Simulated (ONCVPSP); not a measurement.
## H: ONCV pseudisation with PBE, scalar-relativistic reference atom.

```
Element                 : H
Generator               : ONCVPSP 4.0.1
Type                    : optimised norm-conserving Vanderbilt (ONCV)
Functional              : PBE
Relativity              : scalar-relativistic
Frozen core             : none
Valence charge          : 1
Reference configuration : 1s1
Partial waves           : 1s: rc 1.25 bohr, ncon 4, nbas 7, qcut 6 1/bohr, 1 projector; p scattering state at 0.12 Ha: rc 0.95 bohr, ncon 4, nbas 7, qcut 8.4 1/bohr, 3 projectors, debl 0.8 Ha
Local potential         : polynomial inside 0.70 bohr (lpopt 1, dvloc0 0 Ha)
Core correction         : none
```

(1) Estimate the cutoffs (Ha) at which the residual kinetic energy of the hardest occupied pseudo-wave falls to 1 and 0.1 mHa per electron.

(2) Does the potential have ghost states?

## Answers

(1) 13 Ha and 20 Ha.

(2) No bound ghost flagged; GHOST(+) flagged for p at 13.7 eV.
